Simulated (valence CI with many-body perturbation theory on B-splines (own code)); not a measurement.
Sensitivity of CI+MBPT for Te11+

Calculated by relativistic CI+MBPT: five valence electrons over a frozen Dirac-Fock core [Kr], a basis of 6 s, 6 p, 5 d, 5 f, 1 g functions for each j, with the one-electron correlation potential Σ1 (screened to all orders), the two-electron term Σ2, the three-electron term Σ3, Breit, model QED; selected single and double excitations, second order for the rest, scaled by the run's own slope (own B-spline code, finite nucleus).

No measured spectrum was set against this ion. As an estimate, terms of the open shell hold to 2 to 4 % of their energy, and close levels can change places. Among the levels kept, up to 450 cm⁻¹ of a level comes from second order outside the variational space, and about a tenth of that is noise between levels of different J, which matters for small intervals. Only levels of the ground parity were solved; by the run's estimate the other parity begins above the list, which can be wrong where configurations are misplaced.

The reference run has the lowest level 4d⁵ ⁶S_5/2 and an ionisation energy of 246.078 eV. Its largest variational space holds 9982 state functions.

Names give the largest LS component (configuration and term), which can be under half, so a name can repeat, a term be missing and a line seem to break the LS rules; names also repeat where a configuration has a term twice. Letters in brackets count levels of one name in rising energy.

Changed runs:
A. screening of Σ1 on → off
B. lowest core n in screening and Σ2 2 → 1
C. highest l in the core sums 6 → 3
D. scale of Σ1 1 → 0 (bad on purpose)

Excitation energies of the reference run in cm⁻¹, and shifts in cm⁻¹:

```csv
Level,Reference,A,B,C,D
4d⁵ ⁴G_5/2 [a],34895,-62,0,-100,+169
4d⁵ ⁴G_7/2,39938,-4.3,0,+127,-62
4d⁵ ⁴G_11/2,40860,+5.8,0,+225,-96
4d⁵ ⁴G_5/2 [b],42058,-1.4,0,-78,-80
4d⁵ ⁴G_9/2,42096,+18,0,+203,-152
4d⁵ ⁴D_3/2,42639,-26,0,-281,+10
4d⁵ ⁴P_1/2,46710,-6.9,0,-324,-75
4d⁵ ⁴D_7/2,50089,+22,0,-76,-188
4d⁵ ⁴D_5/2,54965,+11,0,-292,-164
4d⁵ ⁴D_1/2,55985,+43,0,-245,-290
4d⁵ ²I_11/2,58221,+21,0,+502,-183
4d⁵ ⁴P_3/2,58418,+49,0,-315,-319
Ionisation energy (eV),246.078,+0.167,0,+0.669,-1.906
```

No effect on these energies: B.
